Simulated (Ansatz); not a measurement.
`[CH3][Ge][F]` + `[Li][OH]` → `[Li][O]C` + `[F][GeH]`  (substitution at a C–Ge bond)

Gas-phase electronic energies from Ansatz, PBE0-D4/def2-TZVP geometries. CBS: MP2 limit from def2 TZ/QZ plus the TZ coupled-cluster correction, frozen cores. DFT in def2-TZVPP. For Ge, Li outer-core shells are correlated without core-valence functions, which leaves a few kJ/mol of doubt a bond. Scalar relativity is left out up to krypton.

`[CH3][Ge][F]`:

```xyz
6

C     0.392   -0.392    0.185
Ge    0.034    1.372   -0.644
F    -1.724    1.221   -0.575
H     1.458   -0.600    0.296
H    -0.069   -1.172   -0.429
H    -0.091   -0.429    1.168
```

`[Li][OH]`:

```xyz
3

Li   -0.781   -1.055    0.369
O     0.119    0.161   -0.056
H     0.662    0.894   -0.312
```

`[Li][O]C`:

```xyz
6

Li    1.563    0.635   -1.758
O     0.552    0.225   -0.621
C    -0.324   -0.132    0.364
H    -0.408    0.634    1.157
H    -1.349   -0.293   -0.015
H    -0.034   -1.069    0.873
```

`[F][GeH]`:

Z-matrix (Å, degrees):
```
Ge
F 1 1.757
H 1 1.609 2 94.2
```

| level | ΔE (eV) |
| --- | --- |
| PBE0 | 1.01 |
| CCSD/CBS(def2) | 1.12 |

Problem. What does CCSD(T)/CBS give? (An estimate is asked.)

Solution. Computed: +1.14 eV. The listed levels differ from it by -0.13, -0.02 eV.

Largest T1 diagnostic among the species: 0.014.

In def2-TZVPP, CCSD(T) changes the Hartree–Fock value by +0.20 eV (the triples alone add +0.02 eV) and MP2 by +0.31 eV. At CCSD(T), def2-SVP lies −0.45 eV from the extrapolated value and def2-TZVPP −0.08 eV.
